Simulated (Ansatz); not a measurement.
Total energies of BiMe2Br (C2H6BiBr) from Ansatz at PBE0-D4/def2-TZVP, gas phase (1 Eh = 27.2114 eV = 2625.5 kJ/mol). The reference geometry is relaxed at PBE0-D4/def2-SVP.

```json
{"state": "charge 0 singlet", "geometry": "reference", "energy (Eh)": "-2868.29921"}
{"state": "charge 1 doublet", "geometry": "reference", "energy (Eh)": "-2867.97108"}
{"state": "charge 1 doublet", "geometry": "relaxed at PBE0-D4/def2-SVP", "energy (Eh)": "-2867.98339"}
{"state": "free Bi atom (quartet)", "geometry": "–", "energy (Eh)": "-214.61763"}
{"state": "free C atom (triplet)", "geometry": "–", "energy (Eh)": "-37.80537"}
{"state": "free H atom (doublet)", "geometry": "–", "energy (Eh)": "-0.50104"}
{"state": "free Br atom (doublet)", "geometry": "–", "energy (Eh)": "-2573.81189"}
```

In the def2 sets Bi takes a core potential; there is no spin–orbit coupling.

Task: Work out the vertical ionisation energy to the doublet.

Result: E(charge 1 doublet) − E(charge 0 singlet) = -2867.97108 − (-2868.29921) = 0.32813 Eh = 8.93 eV. For comparison, −ε of the highest occupied level is 7.09 eV at this level, 1.84 eV less.

Task: How much does the charge 1 doublet relax, and what is the adiabatic ionisation energy?

Result: Relaxation: -2867.97108 − (-2867.98339) = 0.01231 Eh = 0.33 eV. Adiabatic ionisation energy: 0.31582 Eh = 8.59 eV, without zero-point energy. 

Task: What is the binding energy per atom against free atoms?

Result: Atoms: 1 × (-214.61763) + 2 × (-37.80537) + 6 × (-0.50104) + 1 × (-2573.81189) = -2867.04650 Eh. Binding: -2867.04650 − (-2868.29921) = 1.25271 Eh = 34.09 eV, or 3.41 eV for each of 10 atoms (no zero-point energy, no counterpoise term).
